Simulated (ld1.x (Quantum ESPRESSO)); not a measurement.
**How hard is this bismuth (Bi) ultrasoft potential?**

```json
{
  "Element": "Bi",
  "Generator": "ld1.x (Quantum ESPRESSO) 7.5",
  "Type": "ultrasoft",
  "Functional": "LDA (PZ)",
  "Relativity": "scalar-relativistic",
  "Frozen core": "[Kr] 4d10 4f14 5s2",
  "Valence charge": "21",
  "Reference configuration": "5p6 5d10 6s1 6p4",
  "Partial waves": "6s (bound): rcut 1.45, rcutus 1.95 bohr; 6s channel at 0.65 Ry: rcut 1.45, rcutus 1.95 bohr; 5p (bound): rcut 1.30, rcutus 1.75 bohr; 6p (bound): rcut 1.30, rcutus 1.75 bohr; 5d (bound): rcut 1.70, rcutus 1.90 bohr; 5d channel at -0.2 Ry: rcut 1.70, rcutus 1.90 bohr",
  "Local potential": "all-electron potential smoothed inside 1.90 bohr (lloc = -1)",
  "Core correction": "Bessel-smoothed model core, default radius (core density twice the valence density)",
  "Augmentation charge": "PSQ, radius 1.20 bohr"
}
```

The pseudo-atom Hamiltonian at the reference potential is diagonalised in spherical Bessel functions j_l(qr) that vanish at 20 bohr, with q² up to the cutoff. All-electron valence levels (Ry): 6s -1.1611, 5p -7.1793, 6p -0.3991, 5d -2.1163.

Question: How do the lowest levels (Ry) of each channel move with the cutoff, and are there ghosts?

Answer:

```
cutoff (Ry)     s #1     p #1     p #2    p #3     d #1    f #1  Σ f·Δε (mRy)
          8  -1.1553  -3.5563  -0.2114  0.0383  -1.2778  0.1105       30887.2
         12  -1.1616  -6.0698  -0.3570  0.0272  -1.8216  0.1105        9779.8
         15  -1.1617  -6.8660  -0.3911  0.0250  -1.9589  0.1105        3492.9
         21  -1.1620  -7.1426  -0.3992  0.0244  -2.0924  0.1105         465.4
         25  -1.1621  -7.1748  -0.3995  0.0244  -2.1070  0.1105         125.1
         35  -1.1622  -7.1782  -0.3997  0.0244  -2.1158  0.1105          15.5
         45  -1.1622  -7.1791  -0.3998  0.0244  -2.1162  0.1105           5.8
         50  -1.1622  -7.1792  -0.3998  0.0244  -2.1165  0.1105           2.4
         60  -1.1622  -7.1792  -0.3998  0.0244  -2.1165  0.1105           1.8
         70  -1.1622  -7.1793  -0.3998  0.0244  -2.1166  0.1105           1.0
         90  -1.1623  -7.1793  -0.3998  0.0244  -2.1166  0.1105           0.4
        400  -1.1623  -7.1794  -0.3998  0.0244  -2.1166  0.1105           0.0
```

Result: no extra level below or beside the all-electron valence levels (s, p, d, f tested); 10 mRy is reached at 45 Ry and 1 mRy at 70 Ry.

Test run stopped at test 1 of 9 (negative rho).
